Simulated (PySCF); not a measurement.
2-ethylidene-1,3-dioxole (C5H6O2), SMILES O1C=COC1=CC.

Geometry: B3LYP-D3(BJ)/def2-SVP.

Two levels are set side by side: PBE/def2-TZVP (PySCF) and PBE0/def2-TZVP (PySCF). Same geometry, gas phase. Differences are taken from unrounded values.

| quantity | PBE0 | PBE | PBE minus PBE0 |
|---|---|---|---|
| orbital gap (eV) | 5.84 | 3.72 | -2.13 |
| highest occupied level (eV) | -5.45 | -4.35 | 1.10 |
| lowest empty level (eV) | 0.39 | -0.64 | -1.03 |
| dipole moment (D) | 1.82 | 1.78 | -0.04 |
| mean polarisability (bohr³) | 65.5 | 67.5 | 2.0 |

Without exact exchange PBE keeps part of each electron's self-repulsion, which lifts occupied levels and narrows the gap. PBE's more diffuse valence density responds more strongly to a field. Differences between two approximate levels are no errors against the true value.

Rough cost on one machine, each run with all the roots and properties that it gave: PBE0 against PBE within a factor of 2.
